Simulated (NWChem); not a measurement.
System: tert-butylthiol (C$_{4}$H$_{10}$S); SMILES C(C)(C)(C)S

Output (shortened):

```
             Northwest Computational Chemistry Package (NWChem) 7.3.0
             --------------------------------------------------------

 CS  symmetry detected

                             Geometry "geometry" -> ""
                             -------------------------

 Output coordinates in angstroms (scale by  1.889725989 to convert to a.u.)

  No.       Tag          Charge          X              Y              Z
 ---- ---------------- ---------- -------------- -------------- --------------
    1 C                    6.0000     0.70840421     0.83469294     1.25768800
    2 C                    6.0000    -0.00845929     0.36214444     0.00000000
    3 C                    6.0000     0.70840421     0.83469294    -1.25768800
    4 C                    6.0000    -1.46328013     0.81397073     0.00000000
    5 S                   16.0000    -0.04905959    -1.49574812     0.00000000
    6 H                    1.0000     0.69034669     1.92224160     1.30749025
    7 H                    1.0000     0.22030650     0.43897160     2.14555320
    8 H                    1.0000     1.74679999     0.50779056     1.26018693
    9 H                    1.0000     0.22030650     0.43897160    -2.14555320
   10 H                    1.0000     0.69034669     1.92224160    -1.30749025
   11 H                    1.0000     1.74679999     0.50779056    -1.26018693
   12 H                    1.0000    -1.97785079     0.43915941    -0.88217527
   13 H                    1.0000    -1.97785079     0.43915941     0.88217527
   14 H                    1.0000    -1.51670732     1.90093733     0.00000000
   15 H                    1.0000     1.27204196    -1.65830006     0.00000000

 Effective nuclear repulsion energy (a.u.)     245.5451629250

      Symmetry information
      --------------------

 Group name             Cs
 Group number              2
 Group order               2
 No. of unique centers    10

                                Z-matrix (autoz)
                                --------

 Units are Angstrom for bonds and degrees for angles

      Type          Name      I     J     K     L     M      Value
      ----------- --------  ----- ----- ----- ----- ----- ----------
    1 Stretch                  1     2                       1.52282
    2 Stretch                  1     6                       1.08884
    3 Stretch                  1     7                       1.08772
    4 Stretch                  1     8                       1.08864
    5 Stretch                  2     3                       1.52282
    6 Stretch                  2     4                       1.52337
    7 Stretch                  2     5                       1.85834
    8 Stretch                  3     9                       1.08772
    9 Stretch                  3    10                       1.08884
   10 Stretch                  3    11                       1.08864
   11 Stretch                  4    12                       1.08789
   12 Stretch                  4    13                       1.08789
   13 Stretch                  4    14                       1.08828
   14 Stretch                  5    15                       1.33106
   15 Bend                     1     2     3               111.35871
   16 Bend                     1     2     4               110.94847
   17 Bend                     1     2     5               108.69453
   18 Bend                     2     1     6               109.87157
   19 Bend                     2     1     7               110.48804
   20 Bend                     2     1     8               110.96117
   21 Bend                     2     3     9               110.48804
   22 Bend                     2     3    10               109.87157
   23 Bend                     2     3    11               110.96117
   24 Bend                     2     4    12               110.45852
   25 Bend                     2     4    13               110.45852
   26 Bend                     2     4    14               110.06729
   27 Bend                     2     5    15                95.76269
   28 Bend                     3     2     4               110.94847
   29 Bend                     3     2     5               108.69453
   30 Bend                     4     2     5               106.00144
   31 Bend                     6     1     7               108.57827
   32 Bend                     6     1     8               108.39965
   33 Bend                     7     1     8               108.47577
   34 Bend                     9     3    10               108.57827
   35 Bend                     9     3    11               108.47577
   36 Bend                    10     3    11               108.39965
   37 Bend                    12     4    13               108.36919
   38 Bend                    12     4    14               108.71704
   39 Bend                    13     4    14               108.71704
   40 Torsion                  1     2     3     9         176.52491
   41 Torsion                  1     2     3    10         -63.69346
   42 Torsion                  1     2     3    11          56.16591
   43 Torsion                  1     2     4    12        -177.76809
   44 Torsion                  1     2     4    13         -57.88900
   45 Torsion                  1     2     4    14          62.17146
   46 Torsion                  1     2     5    15         -60.67968
   47 Torsion                  3     2     1     6          63.69346
   48 Torsion                  3     2     1     7        -176.52491
   49 Torsion                  3     2     1     8         -56.16591
   50 Torsion                  3     2     4    12          57.88900
   51 Torsion                  3     2     4    13         177.76809
   52 Torsion                  3     2     4    14         -62.17146
   53 Torsion                  3     2     5    15          60.67968
   54 Torsion                  4     2     1     6         -60.41610
   55 Torsion                  4     2     1     7          59.36553
   56 Torsion                  4     2     1     8         179.72453
   57 Torsion                  4     2     3     9         -59.36553
   58 Torsion                  4     2     3    10          60.41610
   59 Torsion                  4     2     3    11        -179.72453
   60 Torsion                  4     2     5    15         180.00000
   61 Torsion                  5     2     1     6        -176.59356
   62 Torsion                  5     2     1     7         -56.81194
   63 Torsion                  5     2     1     8          63.54706
   64 Torsion                  5     2     3     9          56.81194
   65 Torsion                  5     2     3    10         176.59356
   66 Torsion                  5     2     3    11         -63.54706
   67 Torsion                  5     2     4    12         -59.93955
   68 Torsion                  5     2     4    13          59.93955
   69 Torsion                  5     2     4    14         180.00000

                           NWChem Geometry Optimization
                           ----------------------------

 maximum gradient threshold         (gmax) =   0.000450
 rms gradient threshold             (grms) =   0.000300
 maximum cartesian step threshold   (xmax) =   0.001800
 rms cartesian step threshold       (xrms) =   0.001200
 fixed trust radius                (trust) =   0.300000
 source of zmatrix                         =   autoz

          -------------------
          Energy Minimization
          -------------------

 Using diagonal initial Hessian
 Scaling for Hessian diagonals: bonds = 1.00  angles = 0.25  torsions = 0.10

          --------
          Step   0

                                 NWChem DFT Module
                                 -----------------

 Summary of "ao basis" -> "ao basis" (spherical)
 ------------------------------------------------------------------------------
       Tag                 Description            Shells   Functions and Types
 ---------------- ------------------------------  ------  ---------------------
 C                           6-31g*                  6       14   3s2p1d
 S                           6-31g*                  8       18   4s3p1d
 H                           6-31g*                  2        2   2s

      Symmetry analysis of basis
      --------------------------

        a'         59
        a"         35

            General Information
            -------------------
          SCF calculation type: DFT
          Wavefunction type:  closed shell.
          No. of atoms     :    15
          No. of electrons :    50
           Alpha electrons :    25
            Beta electrons :    25
          Charge           :     0
          Spin multiplicity:     1
          Use of symmetry is: on ; symmetry adaption is: on
          Maximum number of iterations: 150
          AO basis - number of functions:    94
                     number of shells:    52
          Convergence on energy requested:  1.00D-06
          Convergence on density requested:  1.00D-05
          Convergence on gradient requested:  5.00D-04

              XC Information
              --------------
                         B3LYP Method XC Potential
                     Hartree-Fock (Exact) Exchange  0.200
                        Slater Exchange Functional  0.800 local
                    Becke 1988 Exchange Functional  0.720 non-local
              Lee-Yang-Parr Correlation Functional  0.810
                  VWN I RPA Correlation Functional  0.190 local

             Grid Information
             ----------------
          Grid used for XC integration:  medium
          Radial quadrature: Mura-Knowles
          Angular quadrature: Lebedev.
          Tag              B.-S. Rad. Rad. Pts. Rad. Cut. Ang. Pts.
          ---              ---------- --------- --------- ---------
          C                   0.70       49          10.0       434
          S                   1.00       88          10.0       590
          H                   0.35       45          11.0       434
          Grid pruning is: on
          Number of quadrature shells:   505
          Spatial weights used:  Erf1

      Superposition of Atomic Density Guess
      -------------------------------------

 Sum of atomic energies:        -553.07902294

      Non-variational initial energy
      ------------------------------

 Total energy =    -556.335921
 1-e energy   =   -1244.209504
 2-e energy   =     442.328421
 HOMO         =      -0.286206
 LUMO         =       0.061431

      Symmetry analysis of molecular orbitals - initial
      -------------------------------------------------

  Numbering of irreducible representations:

     1 a'          2 a"

[...]

      ----------------------
      Optimization converged
      ----------------------

  Step       Energy      Delta E   Gmax     Grms     Xrms     Xmax
  ---- ---------------- -------- -------- -------- -------- --------
@   10    -556.63740425 -9.0D-08  0.00003  0.00001  0.00013  0.00042
                                     ok       ok       ok       ok

                                Z-matrix (autoz)
                                --------

 Units are Angstrom for bonds and degrees for angles

[...]

 Rotational Constants
 --------------------
 A=   0.148332 cm-1  (  0.213412 K)
 B=   0.098188 cm-1  (  0.141267 K)
 C=   0.097319 cm-1  (  0.140017 K)

 Temperature                      =   298.15K
 frequency scaling parameter      =   1.0000

 Zero-Point correction to Energy  =   82.541 kcal/mol  (  0.131537 au)
 Thermal correction to Energy     =   87.027 kcal/mol  (  0.138686 au)
 Thermal correction to Enthalpy   =   87.619 kcal/mol  (  0.139630 au)

 Total Entropy                    =   80.195 cal/mol-K
   - Translational                =   39.388 cal/mol-K (mol. weight =  90.0503)
   - Rotational                   =   26.522 cal/mol-K (symmetry #  =        1)
   - Vibrational                  =   14.285 cal/mol-K

 Cv (constant volume heat capacity) =   26.160 cal/mol-K
   - Translational                  =    2.979 cal/mol-K
   - Rotational                     =    2.979 cal/mol-K
   - Vibrational                    =   20.201 cal/mol-K

[normal modes left out]

 ----------------------------------------------------------------------------
 Normal Eigenvalue ||           Projected Infra Red Intensities
  Mode   [cm**-1]  || [atomic units] [(debye/angs)**2] [(KM/mol)] [arbitrary]
 ------ ---------- || -------------- ----------------- ---------- -----------
    1       -0.000 ||    0.000465           0.011         0.453       0.552
    2        0.000 ||    0.000468           0.011         0.456       0.555
    3        0.000 ||    0.000361           0.008         0.352       0.429
    4        0.000 ||    0.000011           0.000         0.011       0.013
    5        0.000 ||    0.000105           0.002         0.102       0.124
    6        0.000 ||    0.000360           0.008         0.351       0.428
    7      203.619 ||    0.013431           0.310        13.094      15.937
    8      251.759 ||    0.005805           0.134         5.659       6.888
    9      280.871 ||    0.000012           0.000         0.012       0.014
   10      281.742 ||    0.000892           0.021         0.869       1.058
   11      297.123 ||    0.000258           0.006         0.251       0.306
   12      300.243 ||    0.002422           0.056         2.361       2.874
   13      364.269 ||    0.000639           0.015         0.623       0.758
   14      393.899 ||    0.000982           0.023         0.958       1.165
   15      399.911 ||    0.000435           0.010         0.424       0.516
   16      578.206 ||    0.006869           0.158         6.696       8.150
   17      822.434 ||    0.002206           0.051         2.150       2.617
   18      876.557 ||    0.004396           0.101         4.286       5.216
   19      942.202 ||    0.000294           0.007         0.287       0.349
   20      951.066 ||    0.001000           0.023         0.975       1.187
   21      982.302 ||    0.000010           0.000         0.010       0.012
   22     1060.876 ||    0.000032           0.001         0.032       0.038
   23     1073.793 ||    0.001831           0.042         1.785       2.172
   24     1209.417 ||    0.047499           1.096        46.304      56.359
   25     1255.542 ||    0.004978           0.115         4.853       5.907
   26     1268.550 ||    0.001135           0.026         1.107       1.347
   27     1430.257 ||    0.007539           0.174         7.349       8.945
   28     1430.452 ||    0.006107           0.141         5.953       7.246
   29     1458.705 ||    0.000385           0.009         0.375       0.457
   30     1506.644 ||    0.000000           0.000         0.000       0.000
   31     1513.945 ||    0.000484           0.011         0.471       0.574
   32     1517.321 ||    0.000356           0.008         0.347       0.422
   33     1529.933 ||    0.008006           0.185         7.805       9.500
   34     1531.969 ||    0.006843           0.158         6.671       8.119
   35     1544.003 ||    0.006594           0.152         6.428       7.824
   36     2668.380 ||    0.026763           0.617        26.090      31.755
   37     3035.487 ||    0.017209           0.397        16.777      20.420
   38     3040.405 ||    0.036352           0.839        35.438      43.133
   39     3050.581 ||    0.025622           0.591        24.977      30.401
   40     3099.485 ||    0.001612           0.037         1.571       1.912
   41     3105.000 ||    0.043699           1.008        42.600      51.851
   42     3115.483 ||    0.030522           0.704        29.754      36.215
   43     3126.925 ||    0.006768           0.156         6.598       8.030
   44     3132.642 ||    0.029253           0.675        28.517      34.710
   45     3133.822 ||    0.028246           0.652        27.536      33.515
 ----------------------------------------------------------------------------
```

Level: B3LYP/6-31G* (spherical d). 

Task: Which NWChem input produces such a log?

Result: This is not unique; one that fits is the input that was run:
```
start job
memory heap 200 mb stack 900 mb global 1100 mb
geometry units angstroms
  C     -0.324500     1.199715    -1.177408
  C     -0.297483    -0.056409    -0.316975
  C      0.098736    -1.279407    -1.133258
  C     -1.638351    -0.273029     0.372809
  S      0.946167     0.180067     1.043476
  H     -1.090516     1.105793    -1.945500
  H     -0.548918     2.073085    -0.569130
  H      0.635157     1.357371    -1.666634
  H      0.173101    -2.156174    -0.493813
  H     -0.650521    -1.471498    -1.899603
  H      1.059233    -1.126677    -1.622397
  H     -1.598027    -1.149806     1.015609
  H     -1.894896     0.589115     0.984641
  H     -2.420487    -0.420839    -0.369328
  H      1.994050     0.345028     0.239447
end
basis spherical
  * library 6-31g*
end
dft
  xc b3lyp
  iterations 150
end
driver
  maxiter 120
end
task dft optimize
task dft freq
```
